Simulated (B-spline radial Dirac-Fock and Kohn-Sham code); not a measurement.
**Fe⁴⁺ 2p1/2: cross section and angular parameters**

System: Fe⁴⁺, configuration 1s2 2s2 2p6 3s2 3p6 3d4; threshold 799.7 eV (orbital energy of the model). Method: Dirac-Hartree-Slater photoionisation with a Latter tail; cross sections with all multipoles, angular parameters from the dipole term and its interference with E2. Computed with a B-spline atomic structure program.

The run's input, task.json:

```json
{"items": [{
  "Z": 26,
  "q": 4,
  "cfg": [[1, 0, 2], [2, 0, 2], [2, 1, 6], [3, 0, 2], [3, 1, 6], [3, 2, 4]],
  "A": 56,
  "rrms": 3.7377,
  "do": "xps",
  "hv": [52.9, 55.4, 78.5, 80, 82.0, 82.2, 89.0, 150, 172.0, 300, 362.0, 400, 450.0, 517.0, 539.0, 600, 934.0, 942.0, 1486.9, 1600.0, 1610.0, 2230.0, 2600.0, 3010.0, 3600.0, 5830.0, 6000, 7770.0, 8047.8, 11800.0]
}]}
```

Launch: `python xray2_run.py task.json out`

For linearly polarised light dσ/dΩ = σ/(4π) [1 + β P₂(cos θ) + (δ + γ cos²θ) sin θ cos φ], with θ from the polarisation vector and φ the angle between the beam and the projection of the electron momentum on the plane normal to the polarisation.

```csv
hν (eV),σ (kb),β,γ,δ
934,256,1.268,-0.075,0.011
942,250,1.280,-0.070,0.012
1486.9,76.2,1.456,0.263,0.026
1600,62.3,1.451,0.318,0.028
1610,61.3,1.450,0.322,0.028
2230,24.2,1.388,0.559,0.040
2600,?,?,?,?
3010,9.88,1.290,0.764,0.058
3600,5.70,1.219,0.879,0.071
5830,1.22,1.003,1.159,0.123
6000,1.11,0.989,1.174,0.127
7770,0.472,0.867,1.305,0.167
8047.8,0.419,0.850,1.322,0.173
11800,0.113,0.676,1.495,0.250
```

Question: Give the values at 2600 eV.

Answer: σ = 15.4 kb, β = 1.342, γ = 0.666, δ = 0.048.
